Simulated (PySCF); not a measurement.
Species: C5H11ClGaNO.
Bonds: C1–O2, O2–Ga3, Ga3–Cl4, Ga3–N5, N5–C6, C6–C7, C7–C8, C8–C9, N5–C9. Hydrogens: H10, H11, H12 on C1; H13, H14 on C6; H15, H16 on C7; H17, H18 on C8; H19, H20 on C9.

Lines to be assigned: C 1s: 290.52 (area 2), 291.33 (area 2), 292.06 (area 1) eV; N 1s: 404.16 eV; O 1s: 537.40 eV; Cl 1s: 2827.93 eV; Cl 2p3/2: 205.33 eV.

Computed, not measured: delta-SCF UKS SCAN, pcX-2 on the ionised atom, pcseg-1 elsewhere, spin-free X2C (PySCF 2.14.0). One conformer (not necessarily the lowest) at the PBE0-D3(BJ)/def2-SVP geometry, without solvent, vibrations or thermal averaging.

Q: Assign the C 1s lines to atoms.

A: 290.52 eV: C7/C8 (ring CH2 carbon); 291.33 eV: C6/C9 (sp3 carbon bound to nitrogen); 292.06 eV: C1 (methoxy carbon). The listed C 1s values span 1.54 eV, from C7/C8 (bonded to 2 C and 2 H) to C1 (bonded to O and 3 H). The widest gap between neighbouring values is 0.81 eV, between 290.52 and 291.33 eV.

Bonded neighbours of each site: C1: O and 3 H; O2: C and Ga; Cl4: Ga; N5: 2 C and Ga; C6/C9: N, C and 2 H; C7/C8: 2 C and 2 H.

Q: Which photon energy gives electrons from C 1s of C1 a kinetic energy of 100 eV, and what is their de Broglie wavelength?

A: hν = 292.06 + 100 = 392.06 eV, recoil neglected; λ = 12.264 Å/√(E/eV) = 1.23 Å.

Topologically equivalent atoms share the value of their first member; where this conformer doesn't relate them by symmetry, their own values could differ. The 2p values aren't plain energy differences: one relaxed spin-free 2p hole is combined with a matrix within the shell (ground-state 2p orbital-energy differences and spin–orbit coupling). 2p3/2, the mean of its two sublevels, lies a third of the splitting below the shell's mean and 2p1/2 two thirds above it; the statistical areas are 2:1. 2p1/2 minus 2p3/2 (ligand field included): Cl 1.65 eV. No level of gallium is listed.
